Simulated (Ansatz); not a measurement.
# Ligand exchange: ZnH(NH2) + Ge(NH2)2 → Zn(NH2)2 + GeH(NH2)

Species: ZnH(NH2), singlet; Ge(NH2)2, singlet; Zn(NH2)2, singlet; GeH(NH2), singlet. The partners trade H for NH2: Zn–H and Ge–NH2 bonds give way to Zn–NH2 and Ge–H.

Shapes, held fixed at every level: PBE0-D4/def2-TZVP. Flexible molecules stand in one conformer, not always the lowest. Programs: Ansatz 0.2.0. The zero-point and thermal change to 298 K, harmonic and unscaled (PBE0-D4/def2-TZVP), is +1.8 kJ/mol.

Estimate ΔH(298 K) of this reaction.

wB97M-V/def2-TZVPP gives ΔH(298 K) = +54.6 kJ/mol; the levels span +50.4 to +56.0. The median of the levels is +53.7. No measured value is set beside it here. Relativity is left out for Ge, Zn.

| level | kind | ΔH(298 K) (kJ/mol) |
| --- | --- | --- |
| SPW92/def2-TZVPP | LDA | +52.7 |
| PBE-D4/def2-TZVPP | GGA | +50.4 |
| r2SCAN-D4/def2-TZVPP | meta-GGA | +54.5 |
| BHLYP-D4/def2-TZVPP | global hybrid | +56.0 |
| PBE0-D4/def2-TZVPP | global hybrid | +52.7 |
| r2SCAN0-D4/def2-TZVPP | global hybrid | +55.4 |
| wB97X-V/def2-TZVPP | range-separated hybrid | +52.9 |
| wB97M-V/def2-TZVPP | range-separated hybrid | +54.6 |
